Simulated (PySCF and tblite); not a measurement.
Values are calculated unless marked as measured or tabulated.
Rearrangement: stationary points, barriers and rates

System: C3H2BrClN2, numbered as in [Cl:1][c:2]1[cH:3][c:4]([Br:5])[nH:6][n:7]1.

Motion: shift of H on N6 from N6 to N7. Geometries: B3LYP-D3(BJ)/def2-SVP; energies: PBE0/pcSseg-1 + D3(BJ); zero-point and thermal terms from GFN2-xTB harmonic modes (soft modes blended into free rotors). Rates follow Eyring's equation with the number of equivalent paths and no tunnelling. (PySCF 2.14 with density fitting, tblite 0.8.)

```json
{"point": "start", "symmetry": "Cs", "E(GFN2) kcal/mol": "0.0", "E(DFT) kcal/mol": "0.0", "ZPE change kcal/mol": "0.00", "lowest mode cm⁻¹": "130", "dipole D": "2.65"}
{"point": "saddle", "symmetry": "C1", "E(GFN2) kcal/mol": "45.5", "E(DFT) kcal/mol": "50.9", "ZPE change kcal/mol": "-4.06", "lowest mode cm⁻¹": "1629i", "dipole D": "2.00"}
{"point": "end", "symmetry": "Cs", "E(GFN2) kcal/mol": "-0.4", "E(DFT) kcal/mol": "0.6", "ZPE change kcal/mol": "0.03", "lowest mode cm⁻¹": "131", "dipole D": "2.30"}
```

```
Electronic barrier             : 50.9 kcal/mol
Barrier with zero-point energy : 46.8 kcal/mol
ΔH‡ (298 K)                    : 46.8 kcal/mol
ΔS‡ (298 K, symmetry apart)    : -0.1 cal/(mol K)
Paths                          : 2 equivalent paths
End point                      : a different minimum
Cost                           : 2.8 min on 1 thread of Arm Neoverse V2, shared host (rough), peak memory 0.85 GiB, launched as `OMP_NUM_THREADS=1 python ens_run.py task.json out`
```

```tsv
T/K	ΔG‡ kcal/mol	k s⁻¹	ΔG kcal/mol	k back s⁻¹
500	46.9	6.8×10⁻⁸	0.6	1.3×10⁻⁷
```

ΔG and ΔG‡ leave out symmetry numbers and mirror images; rates count paths: 2 out, 2 back.

Tunnelling of the moving H, left out here, will speed the real process. In real samples such hydrogens mostly exchange between molecules or through solvent, far faster than by this path. Spin–orbit effects of heavy atoms on shieldings are missing.
